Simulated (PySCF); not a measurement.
GeCl3(NHiPr), C3H8Cl3GeN.
Z-matrix (Å and degrees, PBE0-D3(BJ)/def2-SVP geometry), rows numbered from 1:
```
Ge
Cl  1  2.1393
Cl  1  2.1397  2  108.48
Cl  1  2.1520  2  108.03  3  -114.11
N   1  1.7925  2  106.30  3   121.68
C   5  1.4619  1  126.56  2   163.27
C   6  1.5207  5  110.82  1    38.74
C   6  1.5249  5  112.40  1   -87.13
H   5  1.0167  1  111.48  2    16.74
H   6  1.1056  5  105.93  1   154.87
H   7  1.1030  6  111.11  5   -67.21
H   7  1.0994  6  110.17  5   174.16
H   7  1.0990  6  111.29  5    53.74
H   8  1.1012  6  110.59  5    64.56
H   8  1.1011  6  110.95  5  -175.04
H   8  1.1013  6  111.09  5   -55.31
```

Computed with PBE0-D3(BJ)/def2-SVP geometry optimisation, gas phase in PySCF.

Masses are those of the commonest isotopes; rigid-rotor values at the optimised geometry. The values belong to one conformer.

Question: Give the principal moments of inertia and the rotational constants in MHz.

Answer: Ia = 460.13, Ib = 729.12, Ic = 789.03 u·Å²; 505379 MHz·u·Å²/I gives A = 1098, B = 693.1, C = 640.5 MHz.

Question: Classify the top.

Answer: An asymmetric top. Ray's parameter κ = (2B − A − C)/(A − C) = -0.770; −1 is the prolate and +1 the oblate limit.

Question: What does the inertial defect say?

Answer: Not planar: Δ = Ic − Ia − Ib = -400.22 u·Å². For a rigid frame Δ = −2 Σ m c², so Σ m c² = 200.11 u·Å² lies off the ab plane: 8.92 from hydrogen and 191.19 from heavier atoms. The atom farthest from that plane is 1.99 Å away.

Question: Give the coordinates in the principal-axis frame, origin at the centre of mass.

Answer: The sense of each axis is arbitrary; atoms in the order of the calculation.
```
atom  mass (u)   a (Å)   b (Å)   c (Å)
 Ge1    73.921   0.371  -0.032  -0.074
 Cl2    34.969   2.004  -1.184  -0.839
 Cl3    34.969   0.949   2.028  -0.046
 Cl4    34.969   0.076  -0.581   1.985
  N5    14.003  -1.021  -0.352  -1.157
  C6    12.000  -2.428  -0.078  -0.871
  C7    12.000  -2.581   1.236  -0.121
  C8    12.000  -3.106  -1.230  -0.138
  H9     1.008  -0.869  -1.183  -1.723
 H10     1.008  -2.919   0.044  -1.854
 H11     1.008  -2.148   1.168   0.891
 H12     1.008  -3.646   1.483  -0.003
 H13     1.008  -2.089   2.060  -0.656
 H14     1.008  -2.659  -1.372   0.858
 H15     1.008  -4.183  -1.037  -0.013
 H16     1.008  -2.999  -2.173  -0.696
```

Question: Where do the levels up to J = 5 lie, in cm⁻¹?

Answer: Above 0(0,0):
J = 1: 1(0,1) 0.0445, 1(1,1) 0.0580, 1(1,0) 0.0598
J = 2: 2(0,2) 0.1333, 2(1,2) 0.1452, 2(1,1) 0.1505, 2(2,1) 0.1910, 2(2,0) 0.1912
J = 3: 3(0,3) 0.2661, 3(1,3) 0.2759, 3(1,2) 0.2865, 3(2,2) 0.3245, 3(2,1) 0.3253, 3(3,1) 0.3966, 3(3,0) 0.3966
J = 4: 4(0,4) 0.4425, 4(1,4) 0.4501, 4(1,3) 0.4676, 4(2,3) 0.5023, 4(2,2) 0.5046, 4(3,2) 0.5748, 4(3,1) 0.5749, 4(4,1) 0.6753, 4(4,0) 0.6753
J = 5: 5(0,5) 0.6621, 5(1,5) 0.6675, 5(1,4) 0.6936, 5(2,4) 0.7244, 5(2,3) 0.7296, 5(3,3) 0.7977, 5(3,2) 0.7979, 5(4,2) 0.8981, 5(4,1) 0.8981, 5(5,1) 1.0273, 5(5,0) 1.0273

Question: Predict some low-J microwave lines.

Answer: The dipole components are |μa| = 2.62 D, |μb| = 0.75 D, |μc| = 1.19 D. Intensities carry the squares of the components, which stand as 1.00 : 0.08 : 0.20 (a : b : c). Some lines, for components of 0.1 D or more:

| type | branch | J(Ka,Kc) | MHz | lower level (cm⁻¹) |
| --- | --- | --- | --- | --- |
| a | Q | 3(1,2) ← 3(1,3) | 315 | 0.276 |
| c | Q | 2(1,2) ← 2(0,2) | 357 | 0.133 |
| b | Q | 2(1,1) ← 2(0,2) | 515 | 0.133 |
| b | Q | 3(1,2) ← 3(0,3) | 610 | 0.266 |
| b | Q | 3(2,1) ← 3(1,2) | 1164 | 0.286 |
| c | Q | 2(2,1) ← 2(1,1) | 1216 | 0.150 |
| b | Q | 2(2,0) ← 2(1,1) | 1220 | 0.150 |
| a | R | 1(0,1) ← 0(0,0) | 1334 | 0.000 |
| b | Q | 2(2,1) ← 2(1,2) | 1373 | 0.145 |
| c | R | 1(1,0) ← 0(0,0) | 1791 | 0.000 |
| c | Q | 3(3,1) ← 3(2,1) | 2137 | 0.325 |
| b | R | 2(0,2) ← 1(1,1) | 2257 | 0.058 |
| a | R | 2(1,2) ← 1(1,1) | 2615 | 0.058 |
| a | R | 2(0,2) ← 1(0,1) | 2662 | 0.044 |
| a | R | 3(1,3) ← 2(1,2) | 3919 | 0.145 |
| b | R | 2(2,1) ← 1(1,0) | 3936 | 0.060 |
| c | R | 2(2,0) ← 1(1,0) | 3940 | 0.060 |
| a | R | 3(0,3) ← 2(0,2) | 3982 | 0.133 |
| a | R | 3(2,2) ← 2(2,1) | 4001 | 0.191 |
| a | R | 3(2,1) ← 2(2,0) | 4020 | 0.191 |
| b | R | 3(1,3) ← 2(0,2) | 4276 | 0.133 |
| c | R | 3(1,2) ← 2(0,2) | 4592 | 0.133 |
| b | R | 3(2,2) ← 2(1,1) | 5217 | 0.150 |
| c | R | 3(2,1) ← 2(1,1) | 5240 | 0.150 |
| b | R | 3(3,1) ← 2(2,0) | 6157 | 0.191 |

Question: Estimate the classical rotational partition function at 10 K, 100 K and 500 K.

Answer: Point group C1, symmetry number σ = 1; q = (√π/σ)·√((kT/h)³/(ABC)), k/h = 20836.6 MHz/K: 7630 at 10 K, 241000 at 100 K, 2700000 at 500 K.

No frequency check. No vibrational averaging or centrifugal distortion is included, and the geometry carries the error of its method. A rigid rotor knows nothing of inversion at nitrogen or internal rotation, which can split or shift real lines. Quadrupole hyperfine structure (14N, 35Cl) is left out.
